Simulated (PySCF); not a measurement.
**Core binding energy against partial charge**

Compound: C₄H₆B (charge +1).
Geometry (PBE0-D3(BJ)/def2-SVP, Å), atoms numbered from 1 in this order:
```xyz
11
C4H6B angstrom
B     -1.6374    0.5202    0.6490
C     -0.8247   -0.1386   -0.5617
C      0.5869   -0.2194   -0.2917
C      1.6733   -0.8887    0.2318
C      1.8396    0.3573   -0.2657
H     -1.0847    0.9361    1.6329
H     -2.8268    0.5787    0.5022
H     -1.2725   -1.1303   -0.7444
H     -1.0406    0.5097   -1.4303
H      2.1028   -1.7769    0.7008
H      2.4998    1.1992   -0.4859
```

Binding energies: delta-SCF UKS SCAN, pcX-2 on the ionised atom, pcseg-1 elsewhere, spin-free X2C in PySCF. Charges: PBE0/pcSseg-1 ground-state density, for the ionised atom.

| atom | environment | C 1s (eV) | Mulliken (e) | IAO (e) | Hirshfeld (e) | ESP (e) |
| --- | --- | --- | --- | --- | --- | --- |
| C2 | sp3 carbon bound to boron | 296.50 | -0.399 | -0.443 | -0.093 | -0.480 |
| C4 | unsaturated ring CH carbon | 298.54 | +0.074 | +0.027 | +0.123 | +0.004 |
| C3 | unsaturated ring carbon | 298.91 | +0.116 | +0.214 | +0.150 | +0.305 |

Task: How well does each charge scheme correlate with the binding energies over these sites?

Result: Hirshfeld: r = 1.00, slope 9.8 eV per e; Mulliken: r = 1.00, slope 4.5 eV per e; IAO: r = 0.99, slope 3.8 eV per e; ESP: r = 0.97, slope 3.2 eV per e. On 3 points no scheme stands out.

Task: The point-charge model writes a binding energy as kq + V + constant, with V the potential of the other atoms' charges at the site. What does it give with the IAO charges?

Result: V = Σ 14.40 eV Å × q/r over all other atoms: +12.10 eV at C2, +7.75 eV at C4, +3.37 eV at C3. Fitting binding energy − V to q gives k = 16.3 eV per e and leaves an rms residual of 0.72 eV, against 0.15 eV for the fit on q alone. The model has no term for differences in relaxation between sites.

The species carries charge +1, so core ionisation leaves charge +2. Isolated species at its PBE0-D3(BJ)/def2-SVP geometry (one conformer only).
